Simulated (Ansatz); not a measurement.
`C/C=C(\N)Cl` and `C/C=[C](\N)[AlH2]` differ in one atom or group.

Ansatz, PBE0-D4/def2-TZVP geometries, multiplicity 1. Each molecule was computed in one conformer, which needn't be the lowest.

```json
{"property": "LUMO energy (ωB97M-V/def2-TZVPP) / eV", "`C/C=C(\\N)Cl`": "2.32"}
{"property": "HOMO–LUMO gap (B3LYP/def2-TZVPP) / eV", "`C/C=C(\\N)Cl`": "6.38"}
{"property": "size of the dipole moment (ωB97M-V/def2-TZVPP) / D", "`C/C=C(\\N)Cl`": "2.13"}
{"property": "size of the dipole moment (B3LYP/def2-TZVPP) / D", "`C/C=C(\\N)Cl`": "2.14"}
{"property": "HOMO–LUMO gap (PBE/def2-TZVPP) / eV", "`C/C=C(\\N)Cl`": "4.75"}
{"property": "HOMO energy (B3LYP/def2-TZVPP) / eV", "`C/C=C(\\N)Cl`": "-5.90"}
```

**Question.** Give the same properties after the change, and the shifts. (Best estimate.)

**Answer.** The calculation gave: 
```tsv
property	`C/C=[C](\N)[AlH2]`	shift
LUMO energy (ωB97M-V/def2-TZVPP) / eV	0.27	-2.05
HOMO–LUMO gap (B3LYP/def2-TZVPP) / eV	4.15	-2.23
size of the dipole moment (ωB97M-V/def2-TZVPP) / D	1.60	-0.53
size of the dipole moment (B3LYP/def2-TZVPP) / D	1.68	-0.46
HOMO–LUMO gap (PBE/def2-TZVPP) / eV	2.76	-1.99
HOMO energy (B3LYP/def2-TZVPP) / eV	-5.70	0.20
```

With PBE0 the HOMO rises by 0.20 eV and the LUMO falls by 2.10 eV, so the gap narrows by about 2.30 eV. PBE moves the HOMO by 0.11 eV and ωB97M-V by 0.23 eV. Dipoles are sizes alone; their direction can turn.

B3LYP here is the variant with VWN-RPA as its local correlation; programs differ in this.
